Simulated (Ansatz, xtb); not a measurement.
## C6H6FNS: where a starting geometry ends

The starting geometry of this gas-phase singlet was built from a drawn formula by distance geometry and a force field; its bonds are those of `N#C[C@]12C[C@](F)(C1)[C@@H]2S`.

| atom | x (Å) | y (Å) | z (Å) |
| --- | --- | --- | --- |
| C | -1.2694 | 0.4028 | -0.9763 |
| C | 0.0411 | 0.2614 | -0.4531 |
| C | 1.2958 | 0.9095 | -1.0300 |
| C | 1.8200 | 0.1174 | 0.1583 |
| C | 0.8457 | -1.0446 | -0.3428 |
| C | 0.5902 | 0.6936 | 0.9449 |
| F | 3.0794 | -0.0101 | 0.6348 |
| N | -2.3687 | 0.5115 | -1.4061 |
| S | 0.0145 | -0.1827 | 2.3956 |
| H | 1.6244 | 0.5742 | -2.0495 |
| H | 1.3712 | 2.0174 | -0.9986 |
| H | 1.2104 | -1.5116 | -1.2965 |
| H | 0.6373 | -1.8010 | 0.2913 |
| H | 0.5800 | 1.7370 | 1.1095 |
| H | 1.0582 | 0.1380 | 3.2110 |

Q: Where would you expect an optimisation with r2SCAN-D4/def2-SVP to take it?

A: It keeps its bonds, and is `N#C[C@]12C[C@](F)(C1)[C@@H]2S`.

The energy falls by 0.49 eV over 7 steps:

```csv
step,E − E(last) (eV)
1,0.492
2,0.064
3,0.006
4,0.001
5,0.000
6,0.000
7,0.000
```

Final geometry (Å):

```csv
atom,x (Å),y (Å),z (Å)
C,-1.2771,0.3774,-0.9377
C,0.0744,0.2508,-0.4683
C,1.3395,0.9480,-1.0666
C,1.8049,0.0968,0.1315
C,0.9225,-1.0611,-0.3699
C,0.6119,0.6738,0.9386
F,3.0658,-0.0081,0.5901
N,-2.3722,0.4774,-1.3196
S,-0.0621,-0.1841,2.3880
H,1.6380,0.5988,-2.0655
H,1.3828,2.0423,-0.9600
H,1.2032,-1.5109,-1.3332
H,0.5896,-1.7938,0.3766
H,0.6357,1.7645,1.0944
H,0.9730,0.1410,3.1944
```

From the same start GFN2-xTB reaches the same bonding as this run.

No frequencies were run, so the end isn't proven a minimum. Run with Ansatz 0.2.0, 22 s on 4 threads of Arm Neoverse V1, with other jobs on the host.
